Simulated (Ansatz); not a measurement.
Si8NH16, a doped cluster cut from the lattice of silicon (N on a surface site). Total charge 0; doublet. Geometry PBE-D4/def2-SVP.

```xyz
25

Si    2.8980   -0.3120   -0.2617
Si   -0.2131   -2.4848    0.1568
Si    0.2135    0.8766    1.9955
Si    0.0364    2.2127   -0.9065
Si   -3.4015   -0.3768    0.6109
Si    1.3059   -1.0834    1.2848
Si    1.6136    0.7662   -1.9126
Si   -1.9554   -1.3470   -0.9536
N    -0.6321    1.5357    0.5864
H     3.7487   -1.4101   -0.8471
H     3.7977    0.6974    0.4062
H     0.5183   -3.3606   -0.8326
H    -0.8855   -3.3936    1.1577
H     1.2305    1.8366    2.5714
H    -0.8230    0.6114    3.0526
H     0.7320    3.5370   -0.6772
H    -1.1241    2.4684   -1.8318
H    -2.9572   -0.5473    2.0426
H    -3.7120    1.0830    0.3673
H     1.9513   -1.8096    2.4404
H     2.4757    1.5923   -2.8356
H     0.9309   -0.2953   -2.7359
H    -2.7081   -2.3892   -1.7467
H    -1.4750   -0.3145   -1.9380
H    -1.5652    1.9069    0.8067
```

B3LYP takes the VWN-RPA correlation. Single mean-field runs in def2-TZVP are fitted with def2-universal-jkfit.

Task: Estimate the α-spin orbital energies around the gap (eV) in Ansatz with HF/STO-3G, PBE-D4/def2-SVP, PBE-D4/def2-TZVP, B3LYP-D4/6-31G, ωB97M-V/def2-TZVP.

Result: 
```json
{"orbital": "HOMO−5", "HF/STO-3G": "-8.65", "PBE-D4/def2-SVP": "-7.30", "PBE-D4/def2-TZVP": "-7.30", "B3LYP-D4/6-31G": "-8.23", "ωB97M-V/def2-TZVP": "-10.64"}
{"orbital": "HOMO−4", "HF/STO-3G": "-8.35", "PBE-D4/def2-SVP": "-7.15", "PBE-D4/def2-TZVP": "-7.15", "B3LYP-D4/6-31G": "-8.07", "ωB97M-V/def2-TZVP": "-10.32"}
{"orbital": "HOMO−3", "HF/STO-3G": "-7.70", "PBE-D4/def2-SVP": "-6.89", "PBE-D4/def2-TZVP": "-6.87", "B3LYP-D4/6-31G": "-7.76", "ωB97M-V/def2-TZVP": "-9.87"}
{"orbital": "HOMO−2", "HF/STO-3G": "-7.26", "PBE-D4/def2-SVP": "-6.74", "PBE-D4/def2-TZVP": "-6.71", "B3LYP-D4/6-31G": "-7.56", "ωB97M-V/def2-TZVP": "-9.64"}
{"orbital": "HOMO−1", "HF/STO-3G": "-6.81", "PBE-D4/def2-SVP": "-6.10", "PBE-D4/def2-TZVP": "-6.18", "B3LYP-D4/6-31G": "-6.78", "ωB97M-V/def2-TZVP": "-9.39"}
{"orbital": "HOMO", "HF/STO-3G": "-5.64", "PBE-D4/def2-SVP": "-4.97", "PBE-D4/def2-TZVP": "-5.02", "B3LYP-D4/6-31G": "-5.58", "ωB97M-V/def2-TZVP": "-7.78"}
{"orbital": "LUMO", "HF/STO-3G": "9.46", "PBE-D4/def2-SVP": "-1.60", "PBE-D4/def2-TZVP": "-1.84", "B3LYP-D4/6-31G": "-0.44", "ωB97M-V/def2-TZVP": "0.63"}
{"orbital": "LUMO+1", "HF/STO-3G": "9.93", "PBE-D4/def2-SVP": "-1.32", "PBE-D4/def2-TZVP": "-1.53", "B3LYP-D4/6-31G": "-0.30", "ωB97M-V/def2-TZVP": "0.93"}
{"orbital": "LUMO+2", "HF/STO-3G": "10.14", "PBE-D4/def2-SVP": "-1.15", "PBE-D4/def2-TZVP": "-1.40", "B3LYP-D4/6-31G": "-0.18", "ωB97M-V/def2-TZVP": "1.04"}
{"orbital": "LUMO+3", "HF/STO-3G": "10.57", "PBE-D4/def2-SVP": "-1.00", "PBE-D4/def2-TZVP": "-1.25", "B3LYP-D4/6-31G": "-0.01", "ωB97M-V/def2-TZVP": "1.18"}
{"orbital": "LUMO+4", "HF/STO-3G": "10.97", "PBE-D4/def2-SVP": "-0.78", "PBE-D4/def2-TZVP": "-1.06", "B3LYP-D4/6-31G": "0.19", "ωB97M-V/def2-TZVP": "1.31"}
{"orbital": "LUMO+5", "HF/STO-3G": "11.57", "PBE-D4/def2-SVP": "-0.56", "PBE-D4/def2-TZVP": "-0.93", "B3LYP-D4/6-31G": "0.36", "ωB97M-V/def2-TZVP": "1.45"}
{"orbital": "β HOMO", "HF/STO-3G": "-6.76", "PBE-D4/def2-SVP": "-6.03", "PBE-D4/def2-TZVP": "-6.12", "B3LYP-D4/6-31G": "-6.67", "ωB97M-V/def2-TZVP": "-9.33"}
{"orbital": "β LUMO", "HF/STO-3G": "6.53", "PBE-D4/def2-SVP": "-3.49", "PBE-D4/def2-TZVP": "-3.56", "B3LYP-D4/6-31G": "-2.87", "ωB97M-V/def2-TZVP": "-1.10"}
```
